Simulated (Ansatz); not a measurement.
TaS(OH)3 (TaSO₃H₃), relaxed as a singlet with RKS PBE-D4/def2-SVP in Ansatz, starting from the GFN2-xTB geometry. Force threshold 0.02 eV/Å.

In the def2 sets Ta takes a core potential; there is no spin–orbit coupling.

Start:

```xyz
8

Ta    0.0121    0.0193    0.0034
S    -0.7912   -1.8754   -0.9310
O     0.5547   -0.5997    1.6343
H     0.7683   -1.0938    2.4274
O    -1.4816    1.0702    0.0131
H    -2.3400    1.4919   -0.0500
O     1.3251    0.4599   -1.1878
H     1.9525    0.5276   -1.9093
```

```
step  energy (eV)  largest force component (eV/Å)  SCF passes
   1  -18564.6883                           4.483          28
   2  -18565.1658                           0.910          39
   3  -18565.2101                           0.224          35
   4  -18565.2672                           0.438          35
   5  -18565.3740                           0.184          34
   6  -18565.3813                           0.194          29
   7  -18565.3924                           0.070          29
   8  -18565.3944                           0.096          29
   9  -18565.3949                           0.003          31
```

Force components are those of the run's own axes.

End:

```csv
atom,x (Å),y (Å),z (Å)
Ta1,-0.013,-0.031,-0.015
S2,-0.802,-1.862,-0.921
O3,0.647,-0.414,1.737
H4,0.687,-1.234,2.258
O5,-1.402,1.276,0.104
H6,-2.339,1.264,-0.154
O7,1.410,0.655,-1.091
H8,1.814,0.346,-1.919
```

By distances, no bond broke or formed. The bond that changes most is Ta1–O5, from 1.83 to 1.91 Å (atoms count from 1).

No frequencies were taken in this run, so the end may be a saddle point.

Run time 12 s (4 threads of Arm Neoverse V2 on a shared host).
